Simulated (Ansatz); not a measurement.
Mo3P3 (the lowest doublet isomer of a short search) was relaxed with PBE0-D4 (def2-SVP) in Ansatz in these states: neutral doublet, neutral quartet. The geometries follow in no particular order.

In the def2 sets Mo takes a core potential; there is no spin–orbit coupling.

A:

Cartesian coordinates in Å:
```
Mo 0.301 -0.697 1.403
Mo -0.050 1.298 0.815
Mo -0.869 -0.234 -1.147
P -1.975 -0.306 0.981
P 1.396 -1.073 -0.734
P 1.197 1.011 -1.318
```

B:

```xyz
6

Mo   -0.7716    0.6572   -1.1465
Mo   -0.8599   -1.2526   -0.1880
Mo    0.3585    0.5425    1.1086
P    -2.0898    0.5308    0.8693
P     1.7277    0.7472   -0.8184
P     1.6351   -1.2252    0.1750
```

**Question.** Judge from the bond lengths which geometry belongs to which state (an estimate).

**Answer.** A is the neutral quartet (Mo1–Mo3 2.844 Å, Mo2–P4 2.512 Å, Mo2–Mo3 2.620 Å); B is the neutral doublet (Mo1–Mo3 2.525 Å, Mo2–P4 2.411 Å, Mo2–Mo3 2.527 Å).

At PBE0-D4/def2-SVP the charge 0 quartet is spin-contaminated (final ⟨S²⟩ up to 3.89, 3.75 for a pure state). At PBE0-D4/def2-TZVP a doublet lies 0.18 eV below the neutral quartet. These are the stationary points nearest to one start from a short search; other shapes may lie lower in each state.
